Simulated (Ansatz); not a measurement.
CH$_{5}$BClFSSi at its PBE0-D4/def2-TZVP geometry, where that method's forces vanish. Charge 0, multiplicity 1. The bonds changed during the relaxation, so this is another structure than the one it started from.

| atom | x (Å) | y (Å) | z (Å) |
| --- | --- | --- | --- |
| B1 | -1.324 | 0.354 | 0.638 |
| Si2 | 0.593 | 0.854 | 0.384 |
| Cl3 | 1.955 | 1.299 | 1.859 |
| C4 | 0.863 | -0.889 | -0.407 |
| F5 | 1.077 | -1.914 | 0.464 |
| S6 | -0.956 | -0.945 | -0.862 |
| H7 | -1.499 | -0.414 | 1.550 |
| H8 | -2.243 | 1.072 | 0.364 |
| H9 | 0.882 | 1.759 | -0.768 |
| H10 | 1.470 | -1.054 | -1.301 |
| H11 | -0.818 | -0.121 | -1.920 |

Task: For each bond, give half the difference of the two atoms' forces along it (eV/Å; positive pushes the atoms apart) under PBE-D4, r2SCAN-D4, B3LYP-D4, ωB97M-V in def2-TZVPP. (Estimate.)

Result: The calculation gave: 
```csv
bond,length (Å),PBE-D4,r2SCAN-D4,B3LYP-D4,ωB97M-V
B1–Si2,1.997,-0.09,0.00,0.10,0.05
B1–S6,2.019,-0.04,0.08,0.32,0.22
B1–H7,1.204,0.08,-0.03,-0.13,-0.12
B1–H8,1.198,0.06,-0.04,-0.14,-0.12
Si2–Cl3,2.056,0.20,0.06,0.15,0.07
Si2–C4,1.933,-0.05,-0.05,0.01,-0.05
Si2–H9,1.493,0.10,-0.02,-0.14,-0.14
C4–F5,1.362,0.50,0.31,0.39,0.36
C4–S6,1.875,0.26,0.24,0.26,0.03
C4–H10,1.093,0.04,-0.10,-0.21,-0.17
S6–H11,1.348,0.25,0.01,-0.07,-0.13
```

B3LYP here is the variant with VWN-RPA as its local correlation; programs differ in this.

All numbers were calculated with Ansatz.
